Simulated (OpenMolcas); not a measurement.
**Eu3+: effect of the metal basis and ligand basis**

Eu3+ with 6 ligands (bromide) in octahedral coordination (Oh) at 2.86 Å. A charge of +0.5 e stands 2.6 Å behind each ligand.

* Program: OpenMolcas
* Method: CASSCF
* Spin-orbit coupling: RASSI with atomic mean-field integrals over the reference wave functions

Fixed: active space 6 electrons in 7 orbitals (4f), DKH2 Hamiltonian.

States (labels of O, the rotations of Oh). Energies in cm-1 above the lowest state or level, χT in cm3 K/mol; under a threefold ground state the first gap can be a small split of the lowest multiplet, not the spin-orbit step.

```csv
Run,Metal basis,Ligand basis,Ground state,First state of that spin,First gap with spin-orbit (degeneracies),χT at 300 K,Cost
A,ANO-RCC-VDZP,ANO-RCC-VDZP,7T1,7A2 148.0,"369.4 (1, 3)",1.311,roughly 2.7 core-minutes
B,ANO-RCC-VTZP,ANO-RCC-VTZP,7T1,7T2 245.7,"369.0 (1, 3)",1.314,roughly 10 core-minutes
```

Costs are those of the RASSCF and RASSI steps.

High states are left out of the spin-orbit mixing, which shifts the levels that they would mix with. Without dynamic correlation the ligand-field splitting of an f shell can come out too small, at times by half. No measured value stands beside these numbers; the geometry was imposed, not optimised, and the real ion may take another.
